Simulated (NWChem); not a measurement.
# Spin states of MgO

SMILES: [O]=[Mg]
```xyz
2

Mg     0.0000     0.0000     0.6990
O      0.0000     0.0000    -1.0486
```
Charge 0, spin multiplicity 1.

All runs are NWChem calculations. The geometry was optimised at PBE0/def2-SVP, a minimum by its harmonic frequencies.

Basis set: def2-TZVP. The gap is E(triplet) − E(singlet) at the geometry of the singlet, so a negative value puts the higher spin lower. Open shells are unrestricted, and the singlet is the closed-shell solution. The triplet is the single determinant that the SCF runs reached, with unpaired electrons in orbitals of symmetry a1 and b1 (C2v labels); it need not be the lowest triplet, which in molecules with degenerate π orbitals can need several determinants.

The correlated methods keep 6 core orbitals frozen. B3LYP has NWChem's definition, with VWN1-RPA local correlation. The structure started from a generated list of species. The stability of the SCF solutions was not checked. Open-shell Hartree-Fock references start from PBE0 orbitals.

Task: Order these methods by the vertical singlet-triplet gap they give, lowest first: B3LYP, r2SCAN, MP2, LC-wPBE (omega 0.3 per bohr).

Result: LC-wPBE (omega 0.3 per bohr) (-2.4 kcal/mol), r2SCAN (-0.1 kcal/mol), B3LYP (1.2 kcal/mol), MP2 (18.2 kcal/mol)
